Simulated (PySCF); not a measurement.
Excitation energy of Hf by level of theory

Hf [Xe] 4f14 5d2 6s2 (3F) → Hf [Xe] 4f14 5d2 6s1 6p1 (high-spin determinant), as a difference of total energies. Computed with PySCF 2.14 in x2c-TZVPPall (11s7p7d3f1g, 97 functions), with scalar relativity by spin-free X2C-1e. Correlated levels: valence: [Xe] 4f14 frozen; valence and next inner shell: [Kr] 4d10 4f14 frozen. The calculations carry no spin-orbit coupling.

```tsv
method	excitation energy (eV)
UHF	1.207
LDA	2.783
PBE	2.557
PBE0	2.342
r2SCAN	2.225
revPBE	2.463
BP86	2.635
wB97M-V	2.680
MP2 (valence)	2.061
SCS-MP2 (valence)	2.353
MP2 (valence and next inner shell)	2.381
SCS-MP2 (valence and next inner shell)	2.576
```

Problem. How much does correlation contribute at MP2 (valence and next inner shell)?

Solution. 2.381 − (1.207) = 1.174 eV, measured against UHF.

A first-order spin-orbit estimate (lowest level to lowest level, LS coupling) adds -0.156 eV.

The basis was made for the ground configuration and has no added diffuse functions, so the excitation energy can come out too high.

The determinant of the upper state mixes LS terms, which raises its energy above the lowest term, most at the Hartree-Fock and MP2 levels.
